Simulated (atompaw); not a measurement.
## Before and after: PAW (atompaw) potential for Bi

Bi, PAW, made with atompaw 4.2.0.5 (LDA (PW92), scalar-relativistic). Core [Kr] 4d10 4f14 5s2, reference 5p6 5d10 6s2 6p2 (charge +1). Waves: 6s (bound): rc 2.25 bohr; 6s channel at 3.25 Ry: rc 2.25 bohr; 5p (bound): rc 1.60 bohr; 6p (bound): rc 2.25 bohr; 5d (bound): rc 2.25 bohr; 5d channel at 0.9 Ry: rc 2.25 bohr. Local part: troulliermartins scheme with l = 3 at 0 Ry, radius 2.00 bohr. Core correction: smooth core density matched at 1.70 bohr. Augmentation charge: sinc compensation charge, radius 2.00 bohr; PAW radius 2.25 bohr; waves and projectors: custom rrkj vanderbiltortho.

Change: local potential bessel scheme, radius 2.00 bohr.

Cutoffs: the cutoffs (Ry, on a coarse ladder) from which the occupation-weighted sum of valence levels, in a spherical-Bessel basis at the reference potential, stays within 10 and 1 mRy of its value at 400 Ry; they do not see the model core or the augmentation charge, which bear on the density cutoff.

What does the change do?

The potential gets neither clearly harder nor softer (40 Ry and 60 Ry → 40 Ry and 60 Ry); the bound ghost in s disappears; the range in which the p phases agree widens (upper end -0.4 → at the end of the scan). A state that the projectors do not describe sees the local part alone, so a deeper or shallower local part can create or remove a ghost.

```tsv
quantity	base	changed
cutoff, loose	40 Ry	40 Ry
cutoff, tight	60 Ry	60 Ry
bound ghosts	s	none
s: phases at 2.25 bohr within 0.05 rad from the reference energy up to (Ry; the scan ends near 5)	to the end of the scan	to the end of the scan
p: phases at 2.25 bohr within 0.05 rad from the reference energy up to (Ry; the scan ends near 5)	-0.4	to the end of the scan
d: phases at 2.25 bohr within 0.05 rad from the reference energy up to (Ry; the scan ends near 5)	to the end of the scan	to the end of the scan
lowest overlap eigenvalue by channel	s 0.34, p 0.39, d 0.76	s 0.57, p 0.54, d 0.82
```

 A true bound ghost makes a file unfit for plane-wave use even where its test errors are small: the radial tests pick states by their node count and pass the ghost by. The cutoffs see the waves, projectors and local potential, not the compensation charge or the core.
